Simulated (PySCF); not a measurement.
Species: C7H10O2.
Z-matrix (Å and degrees, PBE0-D3(BJ)/def2-SVP geometry), rows numbered from 1:
```
C 
C   1  1.3293
C   2  1.5095  1  134.51
C   3  1.5387  2   87.88  1  -154.89
C   4  1.4966  3  118.01  2  -134.42
O   5  1.2036  4  125.71  3     8.81
O   5  1.3414  4  111.69  3  -174.07
C   2  1.5157  1  132.98  3  -168.11
C   8  1.5103  2  120.58  1    33.26
H   1  1.0935  2  121.26  3    -5.82
H   1  1.0937  2  121.23  3   173.96
H   3  1.1024  2  112.78  1    94.27
H   3  1.0998  2  118.00  1   -34.26
H   4  1.1001  3  113.10  2    95.13
H   7  0.9699  5  106.45  4  -176.78
H   8  1.1058  2  109.13  1   -96.11
H   9  1.1009  8  111.09  2   -70.55
H   9  1.1009  8  110.76  2    49.37
H   9  1.1008  8  110.66  2   169.57
```

All values: CAM-B3LYP/def2-SVPD (PySCF, non-relativistic), on one gas-phase PBE0-D3(BJ)/def2-SVP geometry that isn't relaxed in the solvent. The solvent is an IEF-PCM continuum (van der Waals radii × 1.2). The model holds no explicit solvent molecules, cavitation or dispersion.

Gas phase at CAM-B3LYP/def2-SVPD: HOMO -8.60 eV, LUMO 0.89 eV, dipole 1.74 D.

Task: What does the continuum do to the energy, the frontier levels and the dipole at CAM-B3LYP/def2-SVPD in dimethylsulfoxide and water?

Result: 
```
          solvent      ε  E(solvent) − E(gas) (kcal/mol)  polarisation term (kcal/mol)  distortion of the solute (kcal/mol)  HOMO (eV)  LUMO (eV)  dipole (D)
dimethylsulfoxide  46.83                           -7.29                         -8.18                                 0.89      -8.53       1.05        2.31
            water  78.36                           -7.39                         -8.31                                 0.92      -8.53       1.05        2.31
```

The polarisation term is half the interaction of the solute with the surface charges that it induces; the rest is the cost of distorting the solute's density. The sum is the electrostatic part of solvation alone. The atom shares or the degeneracy of the LUMO differ from the gas phase in dimethylsulfoxide and water, so that column needn't follow one orbital. From dimethylsulfoxide to water the lowering changes by a factor 1.01, Onsager's factor (ε − 1)/(2ε + 1) by 1.01 and ε itself by 1.7.

Task: Which radius a makes the point-dipole formula ΔE = −[(ε − 1)/(2ε + 1)]·μ²/a³ give the value in water, with the gas-phase dipole?

Result: μ = 0.684 au and |ΔE| = 0.01178 Eh give a = 1.42 Å; the farthest nucleus lies 3.79 Å from the centroid of the nuclei, so such a sphere wouldn't even hold the nuclei. The formula assumes a rigid point dipole at the centre of a sphere.

Task: How does the static polarisability (CAM-B3LYP/def2-SVPD, frozen core, with the continuum's full static response) change?

Result: 
```
           medium  isotropic (au)  principal values (au)  ⟨r²⟩ of the electrons (bohr²)
              gas            89.1      68.8, 87.6, 110.8                         1309.5
dimethylsulfoxide           120.6     97.9, 118.1, 145.7                         1309.5
            water           121.1     98.6, 118.6, 146.2                         1309.5
```

The isotropic value in water is 1.36 times the gas-phase one; no cavity-field correction is applied. ⟨r²⟩ is taken about the centre of nuclear charge.
